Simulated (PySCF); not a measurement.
**Dipole response of V³⁺ (vanadium, charge +3)**

[Ar] 3d2, high-spin 3F determinant. Computed with PySCF 2.14 in x2c-QZVPPall with one added diffuse shell each of s, p, d, f, g type (12s8p6d4f3g, 121 functions), with the spin-free X2C one-electron Hamiltonian (Gaussian nucleus). Coupled (time-dependent) response in atomic units; α is the mean over directions.

```json
{"method": "UHF", "mean α (bohr³)": "2.081", "C₆ (like pair)": "5.281", "S(−4)": "1.334"}
{"method": "PBE", "mean α (bohr³)": "2.284", "C₆ (like pair)": "5.789", "S(−4)": "2.047"}
```

S(−4) is the Cauchy moment in α(ω) = α(0) + S(−4) ω² + …

α(iu) at PBE:

```json
{"u (hartree)": "0", "α(iu) (bohr³)": "2.284"}
{"u (hartree)": "0.0500", "α(iu) (bohr³)": "2.279"}
{"u (hartree)": "0.100", "α(iu) (bohr³)": "2.264"}
{"u (hartree)": "0.200", "α(iu) (bohr³)": "2.209"}
{"u (hartree)": "0.300", "α(iu) (bohr³)": "2.128"}
{"u (hartree)": "0.500", "α(iu) (bohr³)": "1.937"}
{"u (hartree)": "0.750", "α(iu) (bohr³)": "1.698"}
{"u (hartree)": "1.00", "α(iu) (bohr³)": "1.483"}
{"u (hartree)": "1.50", "α(iu) (bohr³)": "1.131"}
{"u (hartree)": "2.00", "α(iu) (bohr³)": "0.8712"}
{"u (hartree)": "3.00", "α(iu) (bohr³)": "0.5454"}
{"u (hartree)": "5.00", "α(iu) (bohr³)": "0.2633"}
```

For an ion, C₆ is the dispersion term alone; charge-induced terms of lower order in 1/R come first.
